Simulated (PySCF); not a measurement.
C2H7BO2Si, SMILES OB(/C=C/[SiH3])O.

The structure is a stationary point at PBE0-D3(BJ)/def2-SVP. The structure was generated by enumeration; whether it is a known compound was not checked. One conformer was computed; it need not be the lowest.

Two levels are set side by side: PBE/def2-TZVP (PySCF) and PBE0/def2-TZVP (PySCF). Same geometry, gas phase. Differences are taken from unrounded values.

```
quantity                      PBE0    PBE  PBE minus PBE0
---------------------------  -----  -----  --------------
orbital gap (eV)              6.81   4.74           -2.07
highest occupied level (eV)  -8.10  -6.97            1.14
lowest empty level (eV)      -1.29  -2.23           -0.93
dipole moment (D)             1.31   1.29           -0.02
mean polarisability (bohr³)   73.9   77.3             3.5
```

Without exact exchange PBE keeps part of each electron's self-repulsion, which lifts occupied levels and narrows the gap. PBE's more diffuse valence density responds more strongly to a field. Differences between two approximate levels are no errors against the true value.

Rough cost on one machine, each run with all the roots and properties that it gave: PBE0 against PBE within a factor of 2.
